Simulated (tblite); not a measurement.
Species: C5H7O3 (doublet state).
Z-matrix (Å and degrees, GFN2-xTB geometry), rows numbered from 1:
```
C 
C   1  1.4718
C   2  1.4749  1  122.39
C   3  1.5576  2  113.83  1   134.29
O   4  1.4099  3  104.75  2   114.54
C   5  1.3467  4  110.64  3     3.03
O   6  1.1860  5  124.23  4   179.88
O   6  1.3365  5  111.19  4     0.14
H   1  1.0884  2  111.31  3   -28.22
H   1  1.0891  2  110.79  3  -150.45
H   1  1.0969  2  110.84  3    91.29
H   2  1.0769  1  119.32  3  -168.52
H   3  1.0949  2  110.93  1     7.10
H   4  1.0935  3  111.77  2    -3.40
H   4  1.0931  3  112.33  2  -127.07
```

Computed geometry: GFN2-xTB, gas phase. This method treats the open shell by occupation alone, without spin polarisation.

Masses are those of the commonest isotopes; rigid-rotor values at the optimised geometry. The values belong to one conformer with, in the numbering `[CH3:1][CH:2][C@H:3]1[CH2:4][O:5][C:6](=[O:7])[O:8]1`, C1–C2–C3–C4 134°.

(1) What are A, B and C (MHz)?

(2) What kind of rotor is it?

(3) What does the inertial defect say?

(4) Give the other two planar moments, Paa and Pbb, and the rms extents of the mass along the axes.

(5) Estimate the classical rotational partition function at 50 K, 100 K and 298.15 K.

Results:

(1) Ia = 101.09, Ib = 377.40, Ic = 444.37 u·Å²; 505379 MHz·u·Å²/I gives A = 5000, B = 1339, C = 1137 MHz.

(2) An asymmetric top: κ = (2 × 1339 − 5000 − 1137)/(5000 − 1137) = -0.90.

(3) Not planar: Δ = Ic − Ia − Ib = -34.12 u·Å². For a rigid frame Δ = −2 Σ m c², so Σ m c² = 17.06 u·Å² lies off the ab plane: 7.56 from hydrogen and 9.50 from heavier atoms. The atom farthest from that plane is 1.54 Å away.

(4) Paa = Σ m a² = (Ib + Ic − Ia)/2 = 360.34 and Pbb = Σ m b² = (Ia + Ic − Ib)/2 = 84.03 u·Å². With the mass M = 115.04 u, the rms extents √(P/M) along a, b and c are 1.77, 0.85, 0.39 Å.

(5) Point group C1, symmetry number σ = 1; q = (√π/σ)·√((kT/h)³/(ABC)), k/h = 20836.6 MHz/K: 21600 at 50 K, 61100 at 100 K, 315000 at 298.15 K.

For this open shell read J as N, the rotation without spin; fine and hyperfine splittings come on top. Its GFN2-xTB frequencies are all real (lowest 36 cm⁻¹). Zero-point vibration and centrifugal distortion are left out.
